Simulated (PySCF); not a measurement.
Molecule: `[BH3-][P+](F)(F)F`, BF$_{3}$H$_{3}$P.

Geometry:
```json
{"atom": "B1", "x (Å)": "1.097", "y (Å)": "-0.033", "z (Å)": "0.072"}
{"atom": "P2", "x (Å)": "-0.732", "y (Å)": "0.015", "z (Å)": "-0.060"}
{"atom": "F3", "x (Å)": "-1.420", "y (Å)": "-0.867", "z (Å)": "-1.163"}
{"atom": "F4", "x (Å)": "-1.407", "y (Å)": "1.399", "z (Å)": "-0.367"}
{"atom": "F5", "x (Å)": "-1.573", "y (Å)": "-0.424", "z (Å)": "1.191"}
{"atom": "H6", "x (Å)": "1.322", "y (Å)": "-1.204", "z (Å)": "0.312"}
{"atom": "H7", "x (Å)": "1.313", "y (Å)": "0.737", "z (Å)": "0.989"}
{"atom": "H8", "x (Å)": "1.452", "y (Å)": "0.357", "z (Å)": "-1.025"}
```

Geometry PBE0-D3(BJ)/def2-SVP throughout; GIAO in PySCF 2.14, gas phase, one conformer, non-relativistic; equivalent atoms averaged; functional PBE0.

For orientation, IGLO-III gives these absolute shieldings σ: B1 154.2, P2 188.0, F3/F4/F5 218.1, H6/H7/H8 30.24 ppm.

A run gave: B1 154.3, P2 147.1, F3/F4/F5 246.1, H6/H7/H8 30.48 ppm (absolute shieldings σ).

Question: Which basis set was used in that run?
A. aug-cc-pVDZ
B. cc-pVDZ
C. pcSseg-0
D. cc-pVTZ

Answer: C. P2 tells them apart best: pcSseg-0 gives 147.1, cc-pVDZ gives 261.9, aug-cc-pVDZ gives 264.3, cc-pVTZ gives 207.5 ppm.
